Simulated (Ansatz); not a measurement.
Compare A (`C1=CC[Se]C=1`) with its isomer B (`C=CC#C[SeH]`).

Calculated with Ansatz (gas phase, PBE0-D4/def2-TZVP geometries, no zero-point term in ΔE). CCSD(T)/CBS adds triple-zeta CCSD(T) − MP2 to the extrapolated MP2 energy (def2 sets, frozen cores). DFT in def2-TZVPP. B3LYP here is the variant with VWN-RPA as its local correlation; programs differ in this. For Se outer-core shells are correlated without core-valence functions, which leaves a few kJ/mol of doubt a bond. Scalar relativity is left out up to krypton. One conformer a species, not always the lowest.

A:

```xyz
9

C    -1.022   -1.029    0.182
C    -0.964    0.308   -0.078
C     0.355    1.000   -0.173
Se    1.694   -0.386   -0.046
C     0.257   -1.533    0.318
H    -1.836    0.907   -0.338
H     0.573    1.758    0.589
H     0.418    1.492   -1.149
H     0.525   -2.516    0.695
```

B:

```xyz
9

C    -1.7709    0.3066   -0.7565
C    -1.0198   -0.5886   -0.1135
C     0.3226   -0.3874    0.2765
C     1.4728   -0.2344    0.6191
Se    3.1954   -0.1337    1.1855
H    -1.3835    1.2804   -1.0303
H    -2.7951    0.0776   -1.0219
H    -1.4416   -1.5569    0.1457
H     3.4201    1.2364    0.6955
```

(1) Which is lower in electronic energy at CCSD(T)/CBS, and by how much? (Estimate.)

(2) Give E(B) − E(A) in kJ/mol with CCSD/def2-TZVPP, MP2/def2-TZVPP, r2SCAN-D4, PBE0-D4, ωB97M-V, B3LYP-D4, CCSD(T)/def2-TZVPP. (An estimate is asked.)

Largest T1 diagnostic: 0.033.

Results:

(1) Computed: B, by 99.4 kJ/mol.

(2) Ansatz gave: CCSD/def2-TZVPP -121.4, MP2/def2-TZVPP -104.3, r2SCAN-D4 -83.7, PBE0-D4 -88.2, ωB97M-V -109.1, B3LYP-D4 -106.6, CCSD(T)/def2-TZVPP -102.1. None reverses the order clearly.

In def2-TZVPP, CCSD(T) changes the Hartree–Fock value by +61.9 kJ/mol (the triples alone add +19.3 kJ/mol) and MP2 by +59.7 kJ/mol. The D4 term adds +9.6 kJ/mol with B3LYP and +4.4 kJ/mol with PBE0; it sums over pairs of atoms, weighted by their polarisabilities, and B3LYP, whose exchange is more repulsive, gets the larger term.
